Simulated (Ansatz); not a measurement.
Saddle point of SnN$_{2}$H$_{6}$, closed shell (SnN₂H₆ ([NH2][SnH2][NH2]) → SnNH₃ ([NH][SnH2]) + NH₃ (still joined by a long Sn–N bond); bonds formed: N2–H4; bonds broken: N3–H4; bonds weakened to dative contacts: Sn1–N2), PBE0-D4/def2-TZVP structure:

Sn1  (-0.749, 0.430, 0.651)
N2  (1.145, -0.441, -0.028)
N3  (-1.041, -0.221, -1.179)
H4  (0.394, -0.482, -0.958)
H5  (-0.443, 2.044, 1.165)
H6  (-1.161, -0.531, 2.010)
H7  (1.944, 0.166, -0.168)
H8  (1.467, -1.331, 0.335)
H9  (-1.555, 0.364, -1.828)
(Å)

Energies are electronic, without zero-point energy. Barriers and step energies count from the start structure reached by relaxing down the imaginary mode; all methods use the PBE0-D4 structures, on which another method's saddle can fall below an end. Computed with Ansatz 0.2.0 (basis: def2-TZVPP, with def2-QZVPP for the basis limit); correlated methods freeze the cores. Filled d shells of the heavier atoms are correlated. Core potentials replace the inner electrons of the atoms past krypton. The def2 sets are not built for correlating such inner shells, so the correlated values are less sure here. B3LYP uses VWN-RPA correlation. Extrapolation: Hartree–Fock as exp(−7.88 √X), correlation as X^−2.97.

| method | barrier (eV) | step energy (eV) |
| --- | --- | --- |
| SPW92 | 1.531 | 1.512 |
| PBE-D4 | 1.695 | 1.430 |
| BLYP-D4 | ? | 1.382 |
| r2SCAN-D4 | 1.859 | 1.584 |
| B97M-V | 1.988 | 1.584 |
| PBE0-D4 | 1.928 | 1.672 |
| B3LYP-D4 | 1.947 | 1.593 |
| r2SCAN0-D4 | 2.018 | 1.750 |
| BHLYP-D4 | 2.209 | 1.846 |
| CAM-B3LYP-D4 | 2.060 | 1.766 |
| wB97X-V | 2.116 | 1.817 |
| wB97M-V | ? | 1.751 |
| B2PLYP | 1.971 | 1.596 |
| PBE-QIDH | 2.038 | 1.762 |
| RPA on PBE | ? | 1.603 |
| HF | 2.643 | 2.088 |
| MP2 | 1.950 | 1.642 |
| CCSD | 2.153 | 1.782 |
| CCSD(T) | 2.025 | 1.672 |

(1) Fill in the withheld barriers. (An estimate is asked for; the value comes from the calculation.)

The T1 diagnostic stays at or below 0.021.

Answers

(1) The calculation gives: RPA on PBE 1.989; wB97M-V 2.063; BLYP-D4 1.760 eV. Each is the energy of the saddle less that of the start structure, by the same method.

For comparison, the barrier by CCSD(T) at an estimated basis limit (MP2 extrapolated from triple and quadruple zeta, plus CCSD(T) − MP2 in triple zeta) is 1.974 eV.

Labels in which every atom is bracketed show which atoms are joined, not bond orders.

For scale, one of the runs: CCSD(T)/def2-TZVPP, 196 basis functions, launched by `ansatz run in.yaml --threads 4 --pin off --events-out ev --progress --plain --max-ram 9574MiB`. The run took 78 s on 4 CPU threads of an Intel Xeon (shared host), with 2.6 GiB of host memory at its peak.
